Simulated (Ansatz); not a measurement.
Ansatz (a quantum-chemistry and plane-wave program) input:

Ansatz 0.2 input:
```yaml
crystal:
  periodic: [false, false, false]
  atoms:
    - {symbol: Pb, position_ang: [-0.00000000, -0.00000000, -0.17080970]}
    - {symbol: O, position_ang: [0.00000000, 0.00000000, 1.75079948]}
basis:
  gaussian:
    orbitals: def2-TZVP
hamiltonian:
  xc: b3lyp
  dispersion: d3bj
phonons: {temperatures: {t_min: 298.15, t_max: 298.15, t_step: 100}}
```

Q: Predict the final energy.

A: -268.18386 Eh (B3LYP-D3(BJ)/def2-TZVP). The basis has 81 functions.
